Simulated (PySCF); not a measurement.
**C₆ coefficients of unlike pairs at wB97X-V**

Calculated with PySCF 2.14 from the dipole response of each species, C₆(A,B) = (3/π) ∫ α_A(iu) α_B(iu) du, in atomic units, from isotropic polarisabilities. For ions this is the dispersion term alone; charge-induced terms of lower order in 1/R come first.

```tsv
species	configuration	basis	relativity	α (bohr³)	C₆ (like pair)
Sb²⁺	[Kr] 4d10 5s2 5p1 (2P)	x2c-TZVPPall with one added diffuse shell each of s, p, d, f type (9s7p5d3f)	spin-free X2C	16.02	101.3
P²⁺	[Ne] 3s2 3p1 (2P)	dyall-av2z (13s9p2d)	none	9.346	33.99
Mg	[Ne] 3s2 (1S)	dyall-acv3z (20s13p7d4f)	spin-free X2C	75.54	683.4
As³⁺	[Ar] 3d10 4s2 (1S)	def2-QZVPPD (12s7p5d4f1g)	none	7.595	24.37
```

(1) Estimate C₆ for As³⁺ with Mg.

No spin-orbit coupling is included.

The other pairs:

| pair | C₆ |
| --- | --- |
| P²⁺, Sb²⁺ | 58.26 |
| Mg, P²⁺ | 130.4 |
| As³⁺, Sb²⁺ | 49.63 |
| As³⁺, P²⁺ | 28.55 |
| Mg, Sb²⁺ | 221.8 |

## Answers

(1) The integral gives 107.3. The combination rule 2 C_A C_B / (C_A α_B/α_A + C_B α_A/α_B) gives 107.1 and the geometric mean 129.1.
